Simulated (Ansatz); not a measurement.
Basis-set extrapolation for AlH5OSi2, SMILES `[SiH3][Al]1[O][SiH2]1` (PBE0-D4/def2-TZVP geometry, frozen core, the Gaussian-basis code of Ansatz). Multiplicity 1, RHF reference.

|  | def2-TZVPP | def2-QZVPP |
| --- | --- | --- |
| HF | -897.642453 | -897.671245 |
| MP2 correlation | -0.553483 | -0.596000 |
| CCSD(T) correlation | -0.624159 | not run |

Energies in hartree. Use E(X) = E(∞) + A·exp(−7.88·√X) for Hartree–Fock and E(X) = E(∞) + B·X^(−2.97) for correlation, with X = 3 and 4, and add CCSD(T) minus MP2 of the smaller set to the MP2 limit.

Problem. What is the CCSD(T) energy at the basis-set limit?

Solution. HF limit: -897.671245 + (-0.028792) × 0.13774 = -897.67521. MP2 limit: -0.596000 + (-0.042517) × 0.74074 = -0.62749. Higher-order term: -0.624159 − (-0.553483) = -0.07068. Total: -898.37338 hartree, 67.0 kcal/mol below CCSD(T)/def2-TZVPP.
